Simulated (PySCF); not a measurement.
Al(Me)(OMe)(SH) (C₂H₇AlOS), SMILES C[O][Al]([CH3])[SH]. Atoms are numbered in the order given.

```xyz
12

Al    -0.4282     0.1543     0.2148
C     -1.9999     0.8178     1.1594
H     -2.9266     0.5371     0.6328
H     -1.9809     1.9177     1.2513
H     -2.0552     0.4112     2.1842
O     -0.6136    -0.7425    -1.2160
C      0.1560    -1.3926    -2.1890
H     -0.1136    -2.4625    -2.2347
H     -0.0381    -0.9534    -3.1835
H      1.2419    -1.3222    -1.9907
S      1.6350     0.5030     0.9037
H      1.2519     1.2068     1.9942
```

Coordinates come from a TPSSh-D3(BJ)/def2-SVP optimisation. The structure was generated by enumeration; whether it is a known compound was not checked. The values are those of a single conformer.

Two levels are set side by side: PBE/pcSseg-1 (PySCF) and PBE0/pcSseg-1 (PySCF). GIAO shifts against H2O (¹⁷O), H2S (³³S), TMS (¹H), TMS (¹³C) at the same level; non-relativistic, no solvent, atoms listed together averaged. Differences are taken from unrounded values.

| quantity | PBE0 |
|---|---|
| δ(¹³C) of C2 (ppm) | -10.4 |
| δ(¹H) of H3, H4, H5 (ppm) | -0.02 |
| δ(¹⁷O) of O6 (ppm) | 53.6 |
| δ(¹³C) of C7 (ppm) | 57.5 |
| δ(¹H) of H8, H9, H10 (ppm) | 4.23 |
| δ(³³S) of S11 (ppm) | -6.5 |
| δ(¹H) of H12 (ppm) | 0.50 |

**Question.** What does PBE give, and how far is it from PBE0? (An estimate is asked for; the answer gives what the named calculation found.)

**Answer.** 
| quantity | PBE | PBE minus PBE0 |
|---|---|---|
| δ(¹³C) of C2 (ppm) | -10.5 | -0.2 |
| δ(¹H) of H3, H4, H5 (ppm) | -0.03 | -0.02 |
| δ(¹⁷O) of O6 (ppm) | 75.3 | 21.7 |
| δ(¹³C) of C7 (ppm) | 59.7 | 2.2 |
| δ(¹H) of H8, H9, H10 (ppm) | 4.41 | 0.18 |
| δ(³³S) of S11 (ppm) | 9.2 | 15.7 |
| δ(¹H) of H12 (ppm) | 0.39 | -0.11 |

Rough cost on one machine, each run with all the roots and properties that it gave: PBE0 against PBE within a factor of 2.
